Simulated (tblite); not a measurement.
Compound: C8H14P (charge +1).
Atom-mapped SMILES: `[CH2:1]=[CH:2][PH+:3]([CH:4]=[CH2:5])[CH:6]1[CH2:7][CH2:8][CH2:9]1` (hydrogens: H10, H11 on C1; H12 on C2; H13 on P3; H14 on C4; H15, H16 on C5; H17 on C6; H18, H19 on C7; H20, H21 on C8; H22, H23 on C9)

Cartesian coordinates in Å at the GFN2-xTB level; atoms count from 1:
```xyz
23
C8H14P angstrom
C      2.0648   -2.3015    0.5617
C      1.8242   -1.3394   -0.3184
P      0.7422    0.0475    0.0205
C      1.6263    1.5908   -0.1942
C      1.7418    2.4967    0.7671
C     -0.7457   -0.0097   -1.0254
C     -1.6737   -1.1779   -0.6366
C     -2.5855   -0.1822    0.0966
C     -1.8206    0.9854   -0.5449
H      1.6254   -2.3081    1.5471
H      2.7205   -3.1240    0.3265
H      2.2735   -1.3322   -1.3053
H      0.3348   -0.0350    1.3355
H      2.0634    1.7306   -1.1766
H      2.2784    3.4178    0.6080
H      1.3111    2.3581    1.7466
H     -0.4397    0.0560   -2.0740
H     -1.2324   -1.9673   -0.0270
H     -2.1487   -1.6327   -1.5023
H     -2.4814   -0.2207    1.1792
H     -3.6403   -0.2425   -0.1542
H     -2.3577    1.4444   -1.3710
H     -1.4855    1.7728    0.1310
```

Computed with GFN2-xTB (tblite): harmonic, unscaled wavenumbers at the GFN2-xTB geometry, gas phase. Errors from tens to a few hundred cm⁻¹ against measured bands are possible. Modes of hydrogen on phosphorus can be 10 to 20 % off. One conformer, not necessarily the lowest.

Harmonic wavenumbers (cm⁻¹): 44.3, 45.6, 61.6, 79.9, 119.5, 138.4, 164.5, 274.4, 282.9, 321.2, 345.4, 526.0, 571.4, 681.1, 711.2, 748.3, 763.1, 800.0, 801.7, 821.3, 846.8, 913.7, 917.9, 972.1, 985.4, 989.9, 993.6, 995.4, 1000.1, 1035.8, 1038.6, 1051.3, 1083.2, 1149.5, 1166.5, 1182.2, 1209.0, 1210.5, 1213.1, 1238.9, 1255.6, 1260.1, 1373.4, 1373.6, 1459.8, 1462.5, 1483.5, 1634.7, 1641.0, 2407.0, 2919.4, 2979.6, 2982.0, 3016.4, 3021.0, 3023.0, 3034.5, 3035.6, 3051.0, 3089.0, 3089.4, 3124.0, 3124.2.

A = 1629, B = 1137, C = 752.7 MHz; mass 141.083 u (most abundant isotopes); point group Cs, symmetry number 1.

**Question.** What is the zero-point energy?

**Answer.** ½Σν̃ = 42168 cm⁻¹ = 504.44 kJ/mol.

**Question.** What is S at 200 K and 1 bar for an ideal gas of classical rigid rotors and harmonic oscillators?

**Answer.** Translation 162.28, rotation 119.80, vibration 106.95: S = 389.0 J/(mol K).

**Question.** And Cp and H(200 K) − H(0)?

**Answer.** Cp = 130.06 J/(mol K), of which vibrations give 96.81 (their classical limit is 63 R = 523.8); H(200 K) − H(0) = 17.45 kJ/mol without the zero-point energy, 10.80 from vibrations.

**Question.** How do the functions run with temperature in this model?

**Answer.** 
```
 T (K)  S (J/(mol K))  Cp (J/(mol K))  H − H(0) (kJ/mol)  G − H(0) (kJ/mol)  ln q(vib)
   150          354.8           109.7              11.47             -41.75       4.70
   250          420.6           154.5              24.55             -80.61       7.96
298.15          450.0           180.3              32.60            -101.57       9.45
   400          510.6           234.2              53.75            -150.51      12.55
   600          622.3           316.8             109.40            -264.00      18.60
   900          766.8           394.5             217.08            -473.04      27.27
```

q(vib) and H(0) count from the zero-point level.

**Question.** What must be added to the electronic energy to get the Gibbs energy at 200 K and 1 bar?

**Answer.** ZPE + [H(200 K) − H(0)] − T·S = 504.44 + 17.45 − 77.81 = 444.08 kJ/mol.

Hindered rotation and anharmonicity are outside this model. Other conformers, if any are populated, would add a mixing term that is left out.
